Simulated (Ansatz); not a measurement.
FK (SMILES [F][K]), singlet, at a GFN2-xTB geometry (such geometries of metal compounds can be far from the true shape); PBE0/6-31G in Ansatz (a program for electronic structure).

Here is a job for Ansatz.
Ansatz 0.2 input:
```yaml
crystal:
  periodic: [false, false, false]
  atoms:
    - {symbol: K, position_ang: [-0.00000000, -0.00000000, -0.64992819]}
    - {symbol: F, position_ang: [0.00000000, 0.00000000, 1.37207062]}
basis:
  gaussian:
    orbitals: 6-31G
hamiltonian:
  xc: pbe0
```

What the program printed (banner, timings and long lists left out):

```
Functional definition: PBE0
370 factors; integrals over basis functions are off by at most 3.9e-4 eV
mean field evaluation 1: about -19030.2622 eV, gradient 4.7e1 eV
mean field evaluation 2: about -18856.3573 eV, gradient 2.5e2 eV
mean field evaluation 4: about -19034.0686 eV, gradient 2.8e0 eV
mean field evaluation 8: about -19034.0849 eV, gradient 5.6e-2 eV
mean field -19034.08494955 eV, -699.4897201297 hartree, gradient 1.9e-5 eV, S^2 0.000000; 0 other end points of the search recorded, 0 dependent functions left out
reference -19034.08501384 eV, -699.4897224924 hartree; 14, 14 occupied and 24, 24 virtual orbitals, 370 factors
Total energy: -19034.08501384 eV, -699.4897224924 hartree
```
